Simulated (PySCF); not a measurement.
## Rh²⁺ (rhodium, charge +2) across methods

[Kr] 4d7, high-spin 4F determinant. Calculation: PySCF 2.14, in ANO-RCC-VTZP (7s6p4d2f1g, 68 functions); scalar relativity by spin-free X2C-1e.

| method | E (hartree) | mean ε 4p β (eV) | mean ε 4d α (eV) | mean ε 4d β (eV) | Σ⟨r²⟩ (bohr²) | ⟨S²⟩ |
| --- | --- | --- | --- | --- | --- | --- |
| PBE0 | -4782.20 | -72.969 | -28.599 | -26.638 | 30.67 | 3.752 |
| BP86 | -4783.09 | -69.941 | -26.726 | -25.009 | 30.87 | 3.751 |
| r2SCAN0 | -4782.51 | -73.554 | -28.893 | -26.773 | 30.54 | 3.753 |
| wB97X-V | -4782.26 | -75.479 | -30.946 | -29.241 | 30.68 | 3.751 |
| PBE | -4782.12 | -69.799 | -26.673 | -24.865 | 30.89 | 3.751 |
| LDA | -4777.27 | -70.126 | -26.833 | -24.971 | 31.01 | 3.751 |
| r2SCAN | -4782.52 | -70.658 | -27.043 | -25.016 | 30.64 | 3.752 |

**Question.** Estimate the same row for UHF.

**Answer.** E (hartree) = -4780.21725; mean ε 4p β (eV) = -81.175; mean ε 4d α (eV) = -33.494; mean ε 4d β (eV) = -30.983; Σ⟨r²⟩ (bohr²) = 30.44; ⟨S²⟩ = 3.755.
